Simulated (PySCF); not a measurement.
C3H12GeO3Si, SMILES CO[Si](C)(OC)[O][GeH3], singlet (GFN2-xTB optimised geometry):

```
20

Si    -0.350     0.023     0.062
C     -0.626     1.028     1.650
O     -0.799     0.836    -1.271
C     -0.297     2.069    -1.706
O     -1.175    -1.386     0.007
C     -2.572    -1.502    -0.039
O      1.182    -0.511     0.000
Ge     1.510    -2.239     0.000
H     -0.523     0.416     2.541
H      0.093     1.838     1.729
H     -1.619     1.468     1.659
H      0.788     2.028    -1.812
H     -0.752     2.289    -2.672
H     -0.553     2.858    -0.995
H     -3.010    -1.211     0.919
H     -2.813    -2.545    -0.244
H     -2.984    -0.870    -0.826
H      0.947    -2.825     1.253
H      3.010    -2.239     0.000
H      0.948    -2.858    -1.237
```

Computed with PySCF with PBE0/def2-SVP.

### Question
What are the frontier orbital energies and the dipole moment?

### Answer
HOMO-2 -8.22 eV, HOMO-1 -8.07 eV, HOMO -7.97 eV, LUMO 0.89 eV, LUMO+1 1.74 eV; dipole moment 1.56 D.

On the same geometry PySCF with PBE/def2-SVP gives HOMO-2 -6.56 eV, HOMO-1 -6.46 eV, HOMO -6.40 eV, LUMO 0.01 eV, LUMO+1 0.86 eV; dipole moment 1.52 D.

Meta-Löwdin charges at PBE0/def2-SVP: Si1 1.40, C2 -0.59, O3 -0.61, C4 -0.07, O5 -0.61, C6 -0.08, O7 -0.80, Ge8 0.63, H9 0.12, H10 0.12, H11 0.11, H12 0.10, H13 0.11, H14 0.09, H15 0.09, H16 0.11, H17 0.10, H18 -0.08, H19 -0.08, H20 -0.08.
